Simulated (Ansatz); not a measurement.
FGeH5OSi2 (`F[Si]1([SiH3])[O][GeH2]1`). The species carries charge 0 and has multiplicity 1. Geometry: relaxed with PBE0-D4/def2-TZVP.

```xyz
10

F     1.971   -0.386    1.114
Si    0.697   -0.100    0.197
Si   -0.946    0.925    1.507
O     1.019    0.500   -1.286
Ge    0.403   -1.251   -1.735
H    -2.172    1.048    0.679
H    -0.485    2.269    1.942
H    -1.220    0.076    2.694
H     1.551   -1.976   -2.453
H    -0.818   -1.105   -2.658
```

(1) What is the dipole moment at B3LYP/def2-TZVPP? (An estimate is asked.)

(2) And with PBE, r2SCAN, ωB97M-V? (Best estimate.)

(3) Give the Mulliken charges with B3LYP, ωB97M-V, r2SCAN in def2-TZVPP. (An estimate is asked.)

Results:

(1) Ansatz gave: 2.11 D, with components (-1.84, -0.95, 0.44) D in this frame, pointing from negative to positive charge.

(2) Ansatz gave: PBE 1.88 D, r2SCAN 1.93 D, ωB97M-V 2.14 D.

(3) Ansatz gave: 
```tsv
atom	B3LYP	ωB97M-V	r2SCAN
F1	-0.30	-0.28	-0.30
Si2	0.62	0.58	0.64
Si3	0.11	0.02	0.13
O4	-0.48	-0.48	-0.48
Ge5	0.16	0.12	0.16
H6	-0.04	0.00	-0.05
H7	-0.04	0.00	-0.05
H8	-0.04	0.00	-0.05
H9	0.01	0.03	0.00
H10	0.00	0.03	-0.01
```

B3LYP here is the variant with VWN-RPA as its local correlation; programs differ in this.
